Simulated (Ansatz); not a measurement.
Reaction (ligand exchange at the Si–S bond): `C[SiH](S)[SiH2]Cl` + H–F → `C[SiH](F)[SiH2]Cl` + H₂S

Computed with Ansatz on PBE0-D4/def2-TZVP structures; ΔE is electronic, products minus reactants. CCSD(T)/CBS adds triple-zeta CCSD(T) − MP2 to the extrapolated MP2 energy (def2 sets, frozen cores). This one scheme is used for every species. DFT in def2-TZVPP. One conformer a species, not always the lowest.

Problem. Is it downhill or uphill in electronic energy at CCSD(T)/CBS, and by how much? (Best estimate.)

Solution. Ansatz gave: Downhill: ΔE = -61.8 kJ/mol.

Problem. What do these levels give: PBE-D4, HF/def2-TZVPP, CCSD/def2-TZVPP, HF/def2-QZVPP, SCS-MP2/def2-QZVPP, HF/CBS(def2)? (Estimate.)

Solution. The calculation gave: PBE-D4 -52.5, HF/def2-TZVPP -93.8, CCSD/def2-TZVPP -70.9, HF/def2-QZVPP -96.3, SCS-MP2/def2-QZVPP -67.2, HF/CBS(def2) -96.7 kJ/mol.

Largest T1 diagnostic among the species: 0.011.

The D4 term adds +13.0 kJ/mol with B3LYP and +7.2 kJ/mol with PBE0; it sums over pairs of atoms, weighted by their polarisabilities, and B3LYP, whose exchange is more repulsive, gets the larger term. In def2-TZVPP, CCSD(T) changes the Hartree–Fock value by +28.4 kJ/mol (the triples alone add +5.4 kJ/mol) and MP2 by +35.8 kJ/mol.

B3LYP here is the variant with VWN-RPA as its local correlation; programs differ in this.
